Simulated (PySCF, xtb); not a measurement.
C4H8O2, SMILES C1C(CO)CO1.

GFN2-xTB (xtb 6.7.1) at its own geometry gives an orbital gap of 10.14 eV and a dipole moment of 2.77 D.

Geometry: PBE-D3(BJ)/def2-SVP. The values are those of a single conformer.

Q: What does PBE/def2-TZVP run with PySCF give? (Estimate from the structure and the level; the computed values follow.)

A: gap 5.57 eV (levels -5.69 and -0.12 eV), dipole 2.58 D.
